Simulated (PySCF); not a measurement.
Fluorine: a sound run and one with changed settings

Sound run: F⁺ [He] 2s2 2p4, F²⁺ [He] 2s2 2p3. All numbers are calculated (PySCF 2.14, scalar relativity by spin-free X2C-1e, in aug-cc-pVDZ-DK (4s3p2d, 23 functions)). In the sound run the correlated levels freeze 1s2. The sound run starts from symmetry-adapted Hartree-Fock orbitals and uses a fine grid where one is needed.

Changed run: all electrons correlated in a basis built for the valence shell.

```tsv
species	method	sound run (hartree)	changed run (hartree)	converged
F⁺	MP2	-98.99197	-98.99385	yes
F⁺	CCSD(T)	-99.00824	-99.00999	yes
F²⁺	MP2	-97.73404	-97.73576	yes
F²⁺	CCSD(T)	-97.74904	-97.75064	yes
```

Ionisation energy of F⁺:

```tsv
method	sound run (eV)	changed run (eV)
UHF	33.337	33.337
MP2	34.230	34.234
SCS-MP2	34.234	34.235
CCSD	34.245	34.249
CCSD(T)	34.265	34.269
```

A valence basis has no tight correlating functions, so it recovers only part of the core correlation, and not evenly between atom and ion.

For comparison, NIST gives 34.971 eV between the lowest levels.
